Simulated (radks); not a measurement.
The numbers below are computed, except where a source is named.
Species: Mg2+. Configuration: [Ne]. Level of theory: non-relativistic Kohn-Sham, PBE, spin-unpolarised, spherical densities, point nucleus (a radial shooting solver on a logarithmic mesh with Libxc functionals).

X-ray form factor f0, the Fourier transform of the density (f0(0) = 10):

sin(theta)/lambda (1/angstrom),f0 (electrons)
0.05,9.912
0.1,9.656
0.15,9.252
0.2,8.732
0.25,8.132
0.3,7.486
0.4,6.184
0.5,5.008
0.6,4.039
0.8,2.728
1,2.029
1.25,1.604
1.5,1.388
2,1.115
